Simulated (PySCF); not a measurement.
Si(Cl)(Br)2(OH) (Br₂ClHOSi), SMILES O[Si](Cl)(Br)Br.

The structure is a stationary point at PBE0-D3(BJ)/def2-SVP. The structure was generated by enumeration, and PubChem lists no compound with its InChIKey, so it may never have been made. One conformer was computed; it need not be the lowest.

Two levels are set side by side: TDDFT-PBE/def2-SVPD (PySCF) and TDDFT-CAM-B3LYP/def2-SVPD (PySCF). Vertical, same geometry. The lowest singlet is HOMO→LUMO 98 % with PBE and HOMO→LUMO 86 % with the other functional; states are paired by order. Differences are taken from unrounded values.

```
quantity                              TDDFT-CAM-B3LYP  TDDFT-PBE  TDDFT-PBE minus TDDFT-CAM-B3LYP
------------------------------------  ---------------  ---------  -------------------------------
lowest singlet excitation (eV)                   6.50       5.62                            -0.88
lowest triplet excitation (TDA) (eV)             6.03       5.30                            -0.74
```

Functionals without exact exchange tend to place singlet excitations lower, as here. Differences between two approximate levels are no errors against the true value.

Rough cost on one machine, each run with all the roots and properties that it gave: TDDFT-CAM-B3LYP against TDDFT-PBE about 10 times.
